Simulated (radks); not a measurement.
The numbers below are computed, except where a source is named.
Problem. Ta, 73 electrons, occupied as [Xe] 4f14 5d1 6s2 6p2 (not the ground configuration). Code: a radial shooting solver on a logarithmic mesh with Libxc functionals. Model: Dirac Kohn-Sham, PBEsol, spin-unpolarised, spherical densities, finite nucleus; open shells are shared between the two j in proportion to 2j + 1; Fermi nuclear charge, rms radius 5.3507 fm.

Spin-orbit splittings of the eigenvalues, e(l+1/2) - e(l-1/2), with zeta = 2 splitting/(2l+1) and mean radii in bohr:

shell  occ.  splitting (eV)  zeta (eV)  <r> j=l-1/2  <r> j=l+1/2
2p        6            1269      846.3      0.06488      0.07272
3p        6           273.2      182.2       0.1943       0.2089
3d       10           59.54      23.82       0.1830       0.1875
4p        6           62.99      41.99       0.4645       0.4978
4d       10               ?          ?       0.5167       0.5282
4f       14           1.987     0.5676       0.6318       0.6423
5p        6           9.024      6.016        1.207        1.307
5d        1          0.7691     0.3077        1.910        1.974
6p        2          0.7490     0.4993        3.785        4.139

Estimate the 4d splitting.

Solution. 11.57 eV (zeta = 4.628 eV).
